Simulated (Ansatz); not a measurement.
Consider the formal exchange of groups at a C–Si bond: `BC[SiH]1CC1` + `C[SiH2]F` → `BC[SiH](C)F` + `C1C[SiH2]1`.

Gas-phase electronic energies from Ansatz, PBE0-D4/def2-TZVP geometries. CBS: MP2 limit from def2 TZ/QZ plus the TZ coupled-cluster correction, frozen cores. DFT in def2-TZVPP. One conformer a species, not always the lowest.

Q: Is it downhill or uphill in electronic energy at CCSD(T)/CBS, and by how much? (An estimate is asked.)

A: The calculation gave: Downhill: ΔE = -1.1 kcal/mol.

Q: What do these levels give: PBE-D4, PBE0-D4, PBE, HF/def2-TZVPP, MP2/CBS(def2), CCSD/CBS(def2)? (An estimate is asked.)

A: Computed: PBE-D4 0.8, PBE0-D4 -0.1, PBE 0.5, HF/def2-TZVPP -4.9, MP2/CBS(def2) -0.4, CCSD/CBS(def2) -1.9 kcal/mol.

Largest T1 diagnostic among the species: 0.012.

From PBE to PBE0 (25 % exact exchange), in def2-TZVPP and without D4, ΔE moves by −0.9 kcal/mol. In def2-TZVPP, CCSD(T) changes the Hartree–Fock value by +3.7 kcal/mol (the triples alone add +0.8 kcal/mol) and MP2 by +4.4 kcal/mol.
